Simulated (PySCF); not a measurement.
Si(CF3)(Cl)2(H) (CHCl2F3Si), SMILES FC(F)(F)[SiH](Cl)Cl.

Geometry: ωB97X-D3(BJ)/def2-SVP.

Vertical ionisation energy (IE) and electron affinity (EA) in eV. Rows of orbital energies are one-electron estimates. Where ΔSCF, EOM or ADC give a negative EA the extra electron is unbound and the value depends on the basis.

```json
[
 {"level": "−ε(HOMO), −ε(LUMO), r2SCAN/def2-TZVP (PySCF)", "IE": "___", "EA": "___"},
 {"level": "−ε(HOMO), −ε(LUMO), PBE/def2-TZVP (PySCF)", "IE": "7.93", "EA": "1.32"}
]
```

Problem. What belongs in the gaps? (Estimate from the structure and the level; the computed values follow.)

Solution. 
- −ε(HOMO), −ε(LUMO), r2SCAN/def2-TZVP (PySCF), IE: 8.31
- −ε(HOMO), −ε(LUMO), r2SCAN/def2-TZVP (PySCF), EA: 0.99
